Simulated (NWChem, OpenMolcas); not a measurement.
# How basis sets differ on CH4BFO2 (SMILES COB(O)F)

CH4BFO2: 9 atoms, total charge 0, spin state singlet. SMILES: `COB(O)F`. The coordinates come from a PBE0-D4/def2-TZVP relaxation. This is one conformer, not always the lowest.

```tsv
atom	x (Å)	y (Å)	z (Å)
C	-0.6493	0.4913	-1.0859
O	-0.4870	0.6896	0.3046
B	0.3204	-0.0851	1.0495
O	1.0404	-1.1143	0.5247
F	0.4015	0.1877	2.3553
H	-1.7015	0.2852	-1.2914
H	-0.0407	-0.3377	-1.4512
H	-0.3631	1.4070	-1.6066
H	1.5677	-1.5701	1.1840
```

Each level gives the dipole moment (D). The values are calculated.

| level | kind | program | value (D) | CPU time |
| --- | --- | --- | --- | --- |
| HF/ANO-RCC-MB (DKH2) | Hartree–Fock | OpenMolcas | 2.01 | 4 s |
| HF/STO-3G | Hartree–Fock | NWChem | 1.30 | 2.4 s |
| HF/3-21G | Hartree–Fock | OpenMolcas | 2.27 | 2.7 s |
| HF/6-31G* (RICD fitting, Cartesian functions) | Hartree–Fock | OpenMolcas | 1.89 | 3.3 s |
| HF/def2-SVP | Hartree–Fock | OpenMolcas | 2.04 | 8.6 s |

The values span 1.30 to 2.27 D. Magnitudes only. Sets without polarisation functions give poor dipoles. Times are those of the runs behind each value, whatever else they computed, on shared processors of several kinds: orders of magnitude only.
